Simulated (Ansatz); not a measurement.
A trace of molecular dynamics of CH₇ClGe₂ (11 atoms, charge 0, multiplicity 1).

All numbers below come from Ansatz, RKS PBE/def2-SVP.

- ensemble: NVE (velocity Verlet)
- starting velocities drawn for: 400 K
- masses: H 10 u
- seed: 13661

```
time (fs)  T (K)  potential energy less start (eV)  conserved less start (meV/atom)
      0.0    400                             0.000                             0.00
      1.5    317                             0.096                             0.01
      3.0    273                             0.148                             0.01
      4.5    291                             0.127                             0.01
      6.0    351                             0.057                             0.00
      7.5    405                            -0.006                            -0.01
      9.0    417                            -0.020                            -0.01
     10.5    382                             0.021                             0.00
     12.0    321                             0.092                             0.00
     13.5    264                             0.158                             0.01
     15.0    242                             0.184                             0.01
     16.5    267                             0.155                             0.01
     18.0    328                             0.083                             0.00
     19.5    397                             0.004                             0.00
     21.0    438                            -0.045                            -0.01
     22.5    429                            -0.034                            -0.01
     24.0    370                             0.035                             0.00
     25.5    291                             0.126                             0.01
     27.0    242                             0.185                             0.01
     28.5    250                             0.175                             0.01
     30.0    305                             0.111                             0.00
     31.5    366                             0.039                             0.00
     33.0    401                            -0.002                             0.00
     34.5    399                             0.001                             0.00
     36.0    367                             0.038                             0.00
     37.5    323                             0.090                             0.01
     39.0    287                             0.132                             0.01
     40.5    280                             0.139                             0.01
```

Question: Is this trajectory sound?

Answer: The conserved energy stayed within 0.015 meV per atom of its start (net change 0.01 meV per atom), so the integration is sound. A run of 0.042 ps of so small a system gives no equilibrium averages. The time step was 0.25 fs.

The run took 7.9 min on 4 threads of AMD EPYC 7571 (shared host), peak memory 0.22 GiB.
